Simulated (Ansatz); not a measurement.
Relaxation of H4O2Sn (7 atoms, charge 0, multiplicity 1), to a largest force component of 0.02 eV/Å in at most 40 steps.

These are results of Ansatz, RKS B3LYP/def2-SVP, not measurements.

```xyz
7
Properties=species:S:1:pos:R:3:forces:R:3
Sn 0.000 0.000 0.000 -0.61 -1.11 1.02
H 0.000 0.000 1.740 0.08 0.14 -0.20
O 1.848 0.000 -0.653 1.25 -1.61 -0.52
H 2.165 -0.952 -0.769 -0.55 1.80 0.15
O -0.923 1.599 -0.653 -1.99 0.23 -0.71
H -1.881 1.369 -0.875 1.80 0.48 0.34
H -0.820 -1.420 -0.579 0.03 0.07 -0.08
```

Problem. Where does it end, and by what steps?

Solution. It converged. After 8 steps the energy has fallen by 0.270 eV; H6 moved furthest, 0.81 Å.

| step | energy less start (eV) | largest force component (eV/Å) | accepted |
| --- | --- | --- | --- |
| 0 | 0.0000 | 1.994 | yes |
| 1 | -0.1049 | 1.661 | yes |
| 2 | -0.0693 | 1.905 | no |
| 3 | -0.1934 | 0.303 | yes |
| 4 | -0.2160 | 0.186 | yes |
| 5 | -0.2408 | 0.240 | yes |
| 6 | -0.2645 | 0.097 | yes |
| 7 | -0.2699 | 0.025 | yes |
| 8 | -0.2701 | 0.017 | yes |

```xyz
7
Properties=species:S:1:pos:R:3
Sn -0.099 -0.165 0.228
H 0.009 0.069 1.911
O 1.790 -0.142 -0.419
H 1.886 -0.455 -1.328
O -1.057 1.454 -0.438
H -1.258 1.421 -1.383
H -0.882 -1.585 -0.361
```

Time of the run: 12 s on 1 thread of AMD EPYC 9B45 (Zen 5), on a shared host, peak memory 0.16 GiB.
